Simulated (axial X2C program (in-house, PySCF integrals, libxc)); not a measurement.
TiCl: a run with one poor setting

All values were computed with an in-house all-electron X2C program for linear molecules (integrals from PySCF). Two-component (2c) means X2C with spin–orbit coupling and atomic mean-field two-electron Coulomb and Gaunt terms. Basis: Ti dyall-v3z [10s10p6d3f2g], Cl dyall-v3z [8s7p2d1f] (cores contracted in-house); Gaussian nuclei, density fitting, unrestricted open shells. Masses: Ti 47.948 u, Cl 34.969 u.

One setting of this run was spoiled on purpose, so its numbers are not properties of TiCl. Level: MP2, with spin–orbit coupling; state Ω = 3/2 (⟨Sz⟩ = -1.50, ⟨Lz⟩ = 3.00 at HF).

```tsv
R (Å)	E − E(lowest point) (eV)
1.962	1.0663
2.052	0.4955
2.120	0.2330
2.187	0.0783
2.255	0.0061
2.334	0.0000
2.413	0.0544
2.514	0.1824
2.638	0.4007
2.819	0.8030
```

Fit: Re 2.300 Å, ωe 386.3 cm⁻¹, residual 6 microhartree, De 3.99 eV.

19 electrons were correlated into 91 virtual spinors.

**Question.** Which setting was spoiled?
A. too few iterations allowed
B. an excited determinant was followed
C. virtual space cut too low
D. integration grid too coarse
E. density fitting set too sparse

**Answer.** C. Virtual space cut too low: only virtuals below 1 hartree against the usual 25.
